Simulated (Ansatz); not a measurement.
CH₄F₃NSn, SMILES `C[NH][Sn]([F])([F])[F]`, relaxed with RKS PBE0-D4/def2-TZVP in Ansatz from a PBE-D4/def2-SVP geometry. The force threshold is 0.005 eV/Å; the program also tests the step.

Total charge 0; spin multiplicity 1. Sn: def2 effective core potential.

Start:

```xyz
10

C     1.046   -0.949   -0.588
N     0.047    0.083   -0.888
Sn   -1.036    0.786    0.687
F    -1.647   -0.760    1.690
F    -2.589    1.785    0.097
F    -0.175    1.948    1.995
H     1.971   -0.591   -0.081
H     0.589   -1.732    0.048
H     1.348   -1.438   -1.539
H     0.446    0.867   -1.422
```

```json
{"step": "1", "energy (eV)": "-16570.9598", "largest force (eV/Å)": "0.932", "largest move (Å)": "0.000"}
{"step": "2", "energy (eV)": "-16571.0933", "largest force (eV/Å)": "0.263", "largest move (Å)": "0.068"}
{"step": "3", "energy (eV)": "-16571.1013", "largest force (eV/Å)": "0.101", "largest move (Å)": "0.029"}
{"step": "4", "energy (eV)": "-16571.1026", "largest force (eV/Å)": "0.047", "largest move (Å)": "0.011"}
{"step": "5", "energy (eV)": "-16571.1033", "largest force (eV/Å)": "0.035", "largest move (Å)": "0.019"}
{"step": "6", "energy (eV)": "-16571.1035", "largest force (eV/Å)": "0.017", "largest move (Å)": "0.018"}
{"step": "7", "energy (eV)": "-16571.1037", "largest force (eV/Å)": "0.018", "largest move (Å)": "0.025"}
{"step": "8", "energy (eV)": "-16571.1039", "largest force (eV/Å)": "0.036", "largest move (Å)": "0.043"}
{"step": "9", "energy (eV)": "-16571.1041", "largest force (eV/Å)": "0.034", "largest move (Å)": "0.029"}
{"step": "10", "energy (eV)": "-16571.1042", "largest force (eV/Å)": "0.027", "largest move (Å)": "0.025"}
{"step": "11", "energy (eV)": "-16571.1043", "largest force (eV/Å)": "0.015", "largest move (Å)": "0.014"}
{"step": "12", "energy (eV)": "-16571.1043", "largest force (eV/Å)": "0.007", "largest move (Å)": "0.014"}
{"step": "13", "energy (eV)": "-16571.1043", "largest force (eV/Å)": "0.003", "largest move (Å)": "0.007"}
```

End:

```xyz
10

C     1.082   -0.919   -0.572
N     0.007    0.036   -0.828
Sn   -1.044    0.749    0.689
F    -1.811   -0.681    1.660
F    -2.441    1.868    0.078
F    -0.137    1.771    2.008
H     1.983   -0.479   -0.132
H     0.725   -1.705    0.094
H     1.358   -1.398   -1.515
H     0.277    0.758   -1.482
```

Run time 53 s (4 threads of an Arm Neoverse V2 on a shared host); peak host memory 0.64 GiB.
